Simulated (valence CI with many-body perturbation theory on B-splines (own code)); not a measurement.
Hyperfine factors and g values of Pd XXV

Computed by relativistic CI+MBPT: four valence electrons over a frozen Dirac-Fock core [Ar], radial functions for each j: 9 s, 9 p, 10 d, 8 f, 5 g, 3 h, 1 i, with the one-electron correlation potential Σ1 (screened to all orders), the two-electron term Σ2, the three-electron term Σ3, Breit, model QED; selected single and double excitations, second order for the rest (own B-spline code, finite nucleus).

No measured spectrum was set against this ion. As an estimate, terms of the open shell hold to 2 to 4 % of their energy, and close levels can change places. Core correlation moves these levels by up to 9600 cm⁻¹, and in measured spectra 5 to 20 % of such shifts remained as error; rates that hang on mixing are uncertain with them. Only levels of the ground parity were solved; by the run's estimate the other parity begins above the list, which can be wrong where configurations are misplaced.

A/g_I is the dipole constant over the nuclear g factor μ/I (μ in nuclear magnetons, uniformly magnetised nucleus), B/Q the quadrupole constant per barn. Both hold the static response of the core; the bare values leave it out. Large factors of s and p1/2 electrons are usually good to 5 to 10 %; those of open d and f shells near neutrality can be off by tens of per cent, and small factors of p3/2, d and f electrons come from cancelling terms and can be off by a factor of two or in sign, in half-filled shells by more. B is blank for J = 1/2, where it vanishes, and for nearly pure S terms. Energies count from the lowest level. Levels with J = 0 are left out.

Names give the largest LS component (configuration and term), which can be under half, so a name can repeat, a term be missing and a line seem to break the LS rules; names also repeat where a configuration has a term twice. Letters in brackets count levels of one name in rising energy.

```
       Level  E (cm⁻¹)      g  A/g_I (MHz)  A/g_I bare  B/Q (MHz/b)  B/Q bare
    3d4 5D_1     23256  1.496        -27.6         406         4220      4320
    3d4 5D_2     42641  1.470         2910        3310         3290      3370
    3d4 5D_3     57332  1.449         5100        5470        -2190     -2250
    3d4 5D_4     66129  1.384         7210        7530        -9860    -10100
    3d4 3H_4    106010  0.983         9770        9790         3320      3390
    3d4 3G_3    126600  0.904        10400       10400         1760      1800
3d4 3F_2 [a]    130880  0.807        10100        9960         3820      3910
    3d4 3H_5    132130  1.070         9320        9410         8600      8800
3d4 3P_1 [a]    133650  1.380         6950        7270         -548      -571
    3d4 3H_6    142460  1.120         9490        9610         8570      8770
    3d4 3G_4    156220  1.032        10100       10200        -4820     -4930
3d4 3P_2 [a]    162120  1.270         7110        7340          888       902
3d4 3F_4 [a]    165660  1.130         7880        8010          869       889
3d4 3F_3 [a]    170750  1.153         9260        9400         2300      2350
    3d4 3D_3    182900  1.103         7190        7310          547       561
    3d4 3G_5    193240  1.157         7980        8140        -5510     -5640
3d4 3P_2 [b]    193930  1.157        10600       10700         2840      2900
    3d4 1I_6    203560  1.040         9460        9520        12300     12600
    3d4 3D_1    203720  0.633        12800       12600         3290      3370
3d4 1G_4 [a]    229780  1.081         7950        8050         4400      4510
3d4 3P_2 [c]    237680  1.137         8750        8880         1850      1900
    3d4 1F_3    247790  1.055         8900        8980        10100     10400
3d4 3P_2 [d]    265810  1.286         7130        7380         4210      4320
3d4 3F_4 [b]    280580  1.173         6890        7060         2680      2740
3d4 3F_2 [b]    294260  0.849        11700       11600         9050      9260
3d4 3F_3 [b]    296410  1.067         9790        9870        12600     12900
3d4 3P_1 [b]    301120  1.480         1720        2130        -4410     -4510
3d4 1G_4 [b]    317070  1.044         9950       10000         6480      6640
    3d4 1D_2    388730  0.998         9330        9360       -14400    -14700
```

Question: Take the isotope of mass number 105, with I = 5/2, μ = -0.642 μN and Q = 0.66 b. What is the hyperfine structure of 3d4 3G_3?

Answer: From the table A = -2680 MHz, B = 1160 MHz. Shifts from the centre of gravity in MHz: F = 1/2: 27500, F = 3/2: 23200, F = 5/2: 16100, F = 7/2: 6350, F = 9/2: -5710, F = 11/2: -19800.
